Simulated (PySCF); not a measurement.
# One molecule, several mistakes: GeH5NOSi

Calculated results; nothing here was measured. The program is PySCF 2.14.0, an open-source quantum chemistry code, run on an isolated molecule that a program drew, which may never have been made. The molecule is GeH5NOSi (charge 0, singlet), drawn as the SMILES string `[NH]=[Ge]([OH])[SiH3]`.

Each row is a Hartree-Fock (HF) and frozen-core CCSD(T) single point in the cc-pV(D+d)Z basis, meant for a local HF minimum. Run 1 is clean. Each other run has one planted mistake out of seven kinds, and not every kind appears here: one electron removed, one electron added, multiplicity raised by two, geometry at a saddle point, minimal basis STO-3G, one bond length entered in bohr, all coordinates scaled. The reference is restricted for singlets and unrestricted otherwise, and also for a bond in bohr. Adding or removing an electron swaps singlet and doublet. Electrons count all cores. HOMO and LUMO are orbital energies over both spins, the gradient is its largest component, and the lowest frequency (negative if imaginary) is given only where the gradient is small. Bond lengths are over the 8 bonds as drawn. T1 is the CCSD diagnostic: over 0.02 (restricted) or 0.045 (unrestricted) a single reference is doubtful. Germanium has the cc-pVDZ-PP basis, with a core potential (ECP10MDF) in place of its 10 inner electrons, and its 3s, 3p and 3d shells are frozen in CCSD(T).

Geometry of the clean run:
```xyz
9
GeH5NOSi, angstrom
N     0.2072    1.2897    2.1828
Ge   -0.2235    0.4898    0.7711
O    -1.5825   -0.6218    0.9295
Si    0.5976    0.4970   -1.4944
H     0.9903    1.9108    2.0300
H    -1.8469   -1.0823    0.1472
H     1.7389    1.4282   -1.5835
H     1.0132   -0.8780   -1.8455
H    -0.4997    0.9250   -2.3885
```

| run | electrons | basis functions | <S^2> | HOMO (eV) | LUMO (eV) | gradient (hartree/bohr) | lowest frequency (cm^-1) | mean bond (Å) | longest bond (Å) | T1 | HF (hartree) | CCSD(T) (hartree) | mistake |
|---|---|---|---|---|---|---|---|---|---|---|---|---|---|
| 1 | 66 | 99 | 0.000 | -9.53 | 1.75 | 3.9e-05 | 39 | 1.5302 | 2.410 | 0.0199 | -714.50034 | -715.11563 | no fault |
| 2 | 66 | 99 | 2.033 | -6.09 | 0.54 | 1.5e-01 | - | 1.5302 | 2.410 | 0.0187 | -714.43047 | -714.99260 | multiplicity raised by two |
| 3 | 67 | 99 | 0.774 | 0.45 | 7.96 | 6.7e-02 | - | 1.5302 | 2.410 | 0.0195 | -714.45956 | -715.07627 | one electron added |
| 4 | 66 | 99 | 0.000 | -9.41 | 1.53 | 3.5e-02 | - | 1.5852 | 2.496 | 0.0219 | -714.48908 | -715.11476 | all coordinates scaled |
| 5 | 66 | 99 | 1.047 | -8.45 | 0.39 | 1.7e-02 | - | 1.6943 | 2.789 | 0.0556 | -714.39015 | -714.99310 | ? |
| 6 | 65 | 99 | 0.757 | -16.72 | -6.37 | 8.9e-02 | - | 1.5302 | 2.410 | 0.0228 | -714.23440 | -714.79387 | ? |

**Which mistake was planted in run 5, and what did it cost?**

The mean bond changes by a factor of 1.107 and the longest by 1.157, so the molecule wasn't scaled as a whole. A length L in bohr read as angstrom grows by (1/0.5292 - 1) L = 0.890 L. The 8 bonds together grew by 8 x 0.1641 = 1.313 Å, which gives L = 1.476 Å. That is the length of one of the H-Si bonds, 1.476 Å in the clean geometry. So the mistake is: one bond length entered in bohr. Subtracting run 1 and multiplying by 627.51 kcal/mol a hartree, the energy moved by 69.1 kcal/mol in HF and 76.9 kcal/mol in CCSD(T).

**Which mistake was planted in run 6, and what did it cost?**

It counts 65 electrons, one fewer than the clean run, at the same geometry and basis. So the mistake is: one electron removed. Subtracting run 1 and multiplying by 627.51 kcal/mol a hartree, the energy moved by 166.9 kcal/mol in HF and 201.9 kcal/mol in CCSD(T).

Cautions from the logs. Run 3: the HOMO is above zero, so the electron isn't bound and the energy depends on the basis; run 4: T1 is over the limit, so its CCSD(T) energy is less reliable; run 5: T1 is over the limit, so its CCSD(T) energy is less reliable.
